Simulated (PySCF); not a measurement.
# From computed data to an observable: entropy of an ideal gas

SnH₂Cl₂, SMILES [Cl][SnH2][Cl].

Geometry optimised at PBE-D3(BJ)/def2-SVP. The def2 effective core potentials stand for the cores of Sn; spin–orbit coupling is left out.

PySCF 2.14.0 with PBE-D3(BJ)/def2-SVP gives the harmonic wavenumbers 110, 361, 372, 404, 495, 627, 645, 1872, 1899 cm⁻¹ and the rotational temperatures 0.2538, 0.0928, 0.0697 K. The molar mass is 191.63 g/mol, the symmetry number 2, the spin multiplicity 1.

Work out the entropy at 298.15 K and 1 atm in the rigid-rotor, harmonic-oscillator model.


Translation (Sackur–Tetrode at 1 atm): S = R[1.5 ln M + 2.5 ln T − 1.16487] = 174.3 J/(mol K).
Rotation: q = (√π/σ) T^1.5/√(θA θB θC) = 113000, S = R[ln q + 3/2] = 109.2 J/(mol K).
Vibration: with u = 1.4388 ν/T, each mode gives R[u/(e^u − 1) − ln(1 − e^−u)]:
```
ν (cm⁻¹)  modes     u  S (J/(mol K))
--------  -----  ----  -------------
110           1  0.53          13.68
361           1  1.74           4.68
372           1  1.80           4.48
404           1  1.95           3.97
495           1  2.39           2.81
627           1  3.03           1.70
645           1  3.11           1.58
1872          1  9.03           0.01
1899          1  9.16           0.01
```
These are all the modes. Sum 32.9 J/(mol K).
Spin: R ln 1 = 0.0 J/(mol K).
Total 316.4 J/(mol K); the program's own thermochemistry gives 316.4. Translation makes up 55 % and vibration 10 %. Anharmonicity, hindered rotation and orbital degeneracy are left out.
